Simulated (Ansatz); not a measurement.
Geometry optimisation, RKS BHLYP/def2-SVPD (Ansatz 0.2.0).

Input:

```yaml
crystal:
  periodic: [false, false, false]
  atoms:
    - { symbol: Ge, position_ang: [-0.101777, 0.0, -1.041568] }
    - { symbol: H, position_ang: [1.203362, 2.0e-06, 1.376081] }
    - { symbol: H, position_ang: [1.783583, -2.0e-06, 0.956138] }
    - { symbol: H, position_ang: [-0.804634, 1.139539, -0.193975] }
    - { symbol: H, position_ang: [-0.804633, -1.13954, -0.193976] }
basis:
  gaussian: { orbitals: def2-SVPD }
hamiltonian:
  xc: { name: BHLYP }
relax:
  f_tol: 0.03
  max_steps: 50
```

Launched with:

```bash
$ ansatz run input.yaml --threads 1 --pin off --max-ram 2048MiB --backend cpu --events-out ev --progress --plain --runs-dir out
```

Task: Where does it end, and by what steps?

Result: The forces met the threshold. After 4 steps the energy has fallen by 0.151 eV; H3 moved furthest, 0.37 Å.

| step | energy less start (eV) | largest force component (eV/Å) | accepted |
| --- | --- | --- | --- |
| 0 | 0.0000 | 1.404 | yes |
| 1 | -0.0965 | 0.260 | yes |
| 2 | -0.1338 | 0.271 | yes |
| 3 | -0.1332 | 0.408 | no |
| 4 | -0.1513 | 0.021 | yes |

```xyz
5
Properties=species:S:1:pos:R:3
Ge 0.141 0.000 -0.816
H 0.911 0.000 1.164
H 1.526 0.000 0.691
H -0.652 1.145 -0.068
H -0.652 -1.145 -0.068
```

Whether the end is a true minimum wasn't checked by a vibrational analysis.

The run took 10 s on 1 thread of Arm Neoverse V1, on a shared host, peak memory 0.12 GiB.
